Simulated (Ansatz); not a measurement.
C3H9ClOSi, singlet, geometry from GFN2-xTB, atoms displaced at random by about 0.08 Å a coordinate; B3LYP/STO-3G, gradient (Ansatz, a first-principles code).

Input for Ansatz:
Ansatz 0.2 input:
```yaml
crystal:
  periodic: [false, false, false]
  atoms:
    - {symbol: Si, position_ang: [-0.90905844, 0.09826204, -0.18632750]}
    - {symbol: C, position_ang: [-1.60764243, -1.55512817, 0.68511620]}
    - {symbol: Cl, position_ang: [-1.11679737, 1.71383069, 0.71783470]}
    - {symbol: O, position_ang: [0.74165139, 0.03179432, -0.33676182]}
    - {symbol: C, position_ang: [1.59475495, -1.14401374, -0.81148533]}
    - {symbol: C, position_ang: [3.06003139, -0.62242685, -0.43775275]}
    - {symbol: H, position_ang: [-1.60203341, 0.02588405, -1.52028978]}
    - {symbol: H, position_ang: [-2.56124376, -1.39049187, 0.82095792]}
    - {symbol: H, position_ang: [-1.17687310, -1.53874706, 1.75376778]}
    - {symbol: H, position_ang: [-1.42213678, -2.27974619, 0.15494012]}
    - {symbol: H, position_ang: [1.49179842, -0.99597019, -1.87878734]}
    - {symbol: H, position_ang: [1.37780387, -2.02670278, -0.32708086]}
    - {symbol: H, position_ang: [3.31533094, 0.23884436, -0.98136105]}
    - {symbol: H, position_ang: [3.78699406, -1.37330718, -0.99349987]}
    - {symbol: H, position_ang: [3.05142578, -0.67145081, 0.59693015]}
basis:
  gaussian:
    orbitals: STO-3G
hamiltonian:
  xc: b3lyp
output: {forces: true}
```

It wrote (shortened):

```
Functional definition: B3LYP
604 factors; integrals over basis functions are off by at most 4.8e-5 eV
mean field evaluation 1: about -25406.3785 eV, gradient 2.9e1 eV
mean field evaluation 2: about -25405.6703 eV, gradient 3.5e1 eV
mean field evaluation 4: about -25409.2231 eV, gradient 1.1e0 eV
mean field evaluation 8: about -25409.1680 eV, gradient 2.4e-2 eV
mean field -25409.16797105 eV, -933.7696999835 hartree, gradient 4.7e-5 eV, S^2 0.000000; 0 other end points of the search recorded, 0 dependent functions left out
the calculation of the forces begins
reference -25409.16820807 eV, -933.7697086937 hartree; 33, 33 occupied and 14, 14 virtual orbitals, 604 factors
Total energy: -25409.16820807 eV, -933.7697086937 hartree
Atom 0 at    -0.909058     0.098262    -0.186328 Å, force    -0.338469   -10.343929    -4.825297 eV/Å
Atom 1 at    -1.607642    -1.555128     0.685116 Å, force     4.787308    11.695734     7.784127 eV/Å
Atom 2 at    -1.116797     1.713831     0.717835 Å, force    -1.422218     7.224902     4.075929 eV/Å
Atom 3 at     0.741651     0.031794    -0.336762 Å, force     2.130151    -0.555228     0.330616 eV/Å
Atom 4 at     1.594755    -1.144014    -0.811485 Å, force     0.233529     7.603716    -0.438648 eV/Å
Atom 5 at     3.060031    -0.622427    -0.437753 Å, force    -0.165926    -5.455985    -4.663966 eV/Å
Atom 6 at    -1.602033     0.025884    -1.520290 Å, force     0.399742     0.640354     0.890397 eV/Å
Atom 7 at    -2.561244    -1.390492     0.820958 Å, force    -6.597258     0.629981     0.542480 eV/Å
Atom 8 at    -1.176873    -1.538747     1.753768 Å, force    -0.370826    -0.857906    -2.082993 eV/Å
Atom 9 at    -1.422137    -2.279746     0.154940 Å, force     2.581651    -9.641439    -6.410939 eV/Å
Atom 10 at     1.491798    -0.995970    -1.878787 Å, force    -0.102658    -1.696370    -1.330376 eV/Å
Atom 11 at     1.377804    -2.026703    -0.327081 Å, force    -0.924864    -3.532565     1.064559 eV/Å
Atom 12 at     3.315331     0.238844    -0.981361 Å, force    -0.128011     2.703309    -0.048954 eV/Å
Atom 13 at     3.786994    -1.373307    -0.993500 Å, force    -1.311162     1.011267     2.177940 eV/Å
Atom 14 at     3.051426    -0.671451     0.596930 Å, force     1.229011     0.574161     2.935123 eV/Å
Dipole moment:     0.090509    -0.464696    -0.228530 e Å
```
